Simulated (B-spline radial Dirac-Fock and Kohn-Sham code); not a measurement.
## X-ray lines that fill the 3d5/2 vacancy in Eu³⁺

System: europium as Eu³⁺ in the configuration [Xe] 4f4 6s2 (an excited configuration).

Input of the calculation (task.json; shells as n, l, electrons):

```json
{"items": [{
  "Z": 63,
  "q": 3,
  "cfg": [[1, 0, 2], [2, 0, 2], [2, 1, 6], [3, 0, 2], [3, 1, 6], [3, 2, 10], [4, 0, 2], [4, 1, 6], [4, 2, 10], [4, 3, 4], [5, 0, 2], [5, 1, 6], [6, 0, 2]],
  "A": 153,
  "rrms": 5.1115,
  "do": ["binding", "quiet", "decay"],
  "holes": ["K", "L1", "L2", "L3", "M1", "M2", "M3", "M4", "M5", "N1", "N2", "N3", "N4", "N5"]
}]}
```

Launch: `python xray_run.py task.json out`

Calculated with an atomic code on a B-spline grid, using one-electron (LDA, Dirac) transition rates at Dirac-Fock energies.

```tsv
line	multipole	energy (eV)	rate (s⁻¹)	share (%)
Mζ1	E1	868.6	8.77e+11	13.2
M5-N5	E2	999.7	1.67e+09	0.0250
M5-O3	E1	1135.3	1.58e+11	2.38
Mα2	E1	1139.3	2.71e+11	4.08
Mα1	E1	1140.0	5.34e+12	80.3
```

The listed lines hold 100.0 % of the radiative rate. The radiative width is 0.00438 eV in the length form and 0.00446 eV in the velocity form; the two differ because the transition energies are not eigenvalue differences of the potential that gave the orbitals.
